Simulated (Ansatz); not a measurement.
C₃H₁₁GaO (`[CH3][Ga-]([CH3])([CH3])[OH2+]`). The species carries charge 0 and has multiplicity 1. The structure was optimised at the PBE0-D4/def2-TZVP level. It is one conformer, not always the lowest.

```xyz
16

C    -0.650   -1.840   -0.383
Ga    0.021   -0.081    0.270
C     1.962    0.318    0.075
C    -1.047    0.929    1.595
O    -0.561    1.021   -1.603
H    -0.125   -2.182   -1.280
H    -0.499   -2.607    0.382
H    -1.723   -1.818   -0.596
H     2.164    1.394    0.085
H     2.389   -0.106   -0.839
H     2.521   -0.112    0.912
H    -0.759    1.983    1.626
H    -0.897    0.519    2.598
H    -2.117    0.873    1.376
H     0.253    1.338   -2.008
H    -0.932    0.372   -2.210
```

**Question.** What is the dipole moment at ωB97M-V/def2-TZVPP? (Best estimate.)

**Answer.** Computed: 3.15 D, with components (0.08, 0.55, -3.10) D in this frame, pointing from negative to positive charge.

**Question.** And with PBE, r2SCAN, B3LYP? (Estimate.)

**Answer.** Ansatz gave: PBE 3.10 D, r2SCAN 3.15 D, B3LYP 3.15 D.

**Question.** Give the Mulliken charges with ωB97M-V, B3LYP, r2SCAN in def2-TZVPP. (An estimate is asked.)

**Answer.** The calculation gave: 
| atom | ωB97M-V | B3LYP | r2SCAN |
| --- | --- | --- | --- |
| C1 | -0.53 | -0.44 | -0.36 |
| Ga2 | 0.45 | 0.43 | 0.40 |
| C3 | -0.53 | -0.44 | -0.36 |
| C4 | -0.50 | -0.41 | -0.33 |
| O5 | -0.26 | -0.27 | -0.29 |
| H6 | 0.10 | 0.07 | 0.05 |
| H7 | 0.11 | 0.08 | 0.06 |
| H8 | 0.11 | 0.08 | 0.06 |
| H9 | 0.11 | 0.08 | 0.06 |
| H10 | 0.10 | 0.07 | 0.05 |
| H11 | 0.11 | 0.08 | 0.06 |
| H12 | 0.10 | 0.08 | 0.05 |
| H13 | 0.10 | 0.08 | 0.06 |
| H14 | 0.10 | 0.08 | 0.05 |
| H15 | 0.21 | 0.21 | 0.23 |
| H16 | 0.21 | 0.21 | 0.23 |

B3LYP here is the variant with VWN-RPA as its local correlation; programs differ in this.
